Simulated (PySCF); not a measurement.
Isomers of C2H8N2Si2, one GFN2-xTB conformer each. Single-point energies are computed at PBE0/pcSseg-1 (PySCF, gas phase, no added dispersion term), electronic only.

| SMILES | GFN2-xTB relative energy (kJ/mol) |
| --- | --- |
| C[Si@@H](C#N)N[SiH3] | 64.1 |
| C=C[SiH]1N[SiH2]N1 | 0.0 |

Conformers: `[CH3:1][Si@@H:2]([C:3]#[N:4])[NH:5][SiH3:6]` with C1–Si2–N5–Si6 -172°; `[CH2:1]=[CH:2][SiH:3]1[NH:4][SiH2:5][NH:6]1` with C1–C2–Si3–N4 20°.

What does PBE0/pcSseg-1 give for the same structures?

| SMILES | PBE0/pcSseg-1 E (Eh) | PBE0/pcSseg-1 (kJ/mol) | GFN2-xTB (kJ/mol) | point group |
| --- | --- | --- | --- | --- |
| C=C[SiH]1N[SiH2]N1 | -769.05985 | 0.0 | 0.0 | C1 |
| C[Si@@H](C#N)N[SiH3] | -769.04508 | 38.8 | 64.1 | C1 |

Both levels put the same isomer lowest. As drawn, the lower has a four-membered ring and a C=C bond outside aromatic rings, which the higher lacks; the higher has a C≡N group, which the lower lacks.

Which frontier levels, dipoles and rotational constants go with these structures?

```
              SMILES  HOMO (eV, PBE0/pcSseg-1)  LUMO (eV)  dipole (D)     A, B, C (MHz)
  C=C[SiH]1N[SiH2]N1                     -6.76      -0.75        0.60  4807, 1571, 1477
C[Si@@H](C#N)N[SiH3]                     -7.85      -0.53        4.44  2793, 1556, 1075
```
